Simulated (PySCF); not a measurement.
**GaAs: one state, many levels of theory**

State: ³Σ⁻ (triplet), unpaired electrons π ↑↑. Set-up: basis Ga cc-pVDZ-PP with ECP10, As cc-pVDZ-PP with ECP10; scalar-relativistic core potentials; PySCF 2.14. De refers to Ga + As in their high-spin ground configurations, without counterpoise correction. The functionals are run spin-unrestricted. A positive dipole means Ga(−)As(+).

```csv
Level,Re (Å),ωe (cm⁻¹),De (eV),μ (D)
UHF,2.594,206,0.74,-1.79
UHF-MP2,2.572,216,1.43,n/a
UHF-SCS-MP2,2.587,211,1.39,n/a
UHF-CCSD,2.589,209,1.39,n/a
UHF-CCSD(T),2.591,207,1.47,n/a
PBE,2.609,202,2.05,-1.28
BLYP,2.644,193,2.02,-1.35
r²SCAN,2.568,211,1.95,-1.27
PBE0,2.578,211,1.91,-1.42
r²SCAN0,2.555,216,1.84,-1.39
M06,2.591,206,2.07,-1.75
```

Problem. Which functional lies closest to UHF-CCSD(T) in De, which farthest, and by how much do they differ from it?

Solution. Closest is r²SCAN0 (-3.6 pm in Re, +4.3 % in ωe, +0.37 eV in De against UHF-CCSD(T) in the same basis), farthest M06 (+0.0 pm in Re, -0.5 % in ωe, +0.60 eV in De). CCSD(T) converges more slowly with the basis than the functionals do and binds too weakly in this one, so the order can change at the basis-set limit.

Problem. What does the step from GGA to meta-GGA do here, going from PBE to r²SCAN?

Solution. r²SCAN less PBE: -4.1 pm in Re, +4.5 % in ωe, -0.10 eV in De. 

Problem. What does the triples do here, going from UHF-CCSD to UHF-CCSD(T)?

Solution. UHF-CCSD(T) less UHF-CCSD: +0.2 pm in Re, -1.0 % in ωe, +0.08 eV in De. Correlation nearly always deepens the well. The bond lengthens, as in strong covalent bonds, where excitations into antibonding orbitals dominate.

Correlated steps freeze 8 core orbitals. Correlated levels converge slowly with the basis: in double zeta they bind strong bonds too weakly, by up to about 1 eV, and carry superposition errors of some tenths. Spin–orbit coupling is left out. The state was picked by a PBE0 search and need not be the measured ground state.
